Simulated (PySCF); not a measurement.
isocyanic acid (CHNO), SMILES N=C=O.

Geometry: PBE0-D3(BJ)/def2-TZVP.

All values below come from B3LYP/def2-TZVPD (PySCF).

Symmetry labels are those of the subgroup Cs that the program uses (full group Cs).

Question: List the valence orbital energies around the gap with their symmetry. (The exact figures need the calculation; the answer reports its results.)

Answer: 
```tsv
orbital	symmetry	energy (eV)
HOMO−7	A'	-30.70
HOMO−6	A'	-26.07
HOMO−5	A'	-16.81
HOMO−4	A'	-14.23
HOMO−3	A"	-13.04
HOMO−2	A'	-12.92
HOMO−1	A'	-9.31
HOMO	A"	-8.64
LUMO	A'	-0.38
LUMO+1	A'	-0.23
LUMO+2	A"	1.20
LUMO+3	A'	1.22
```
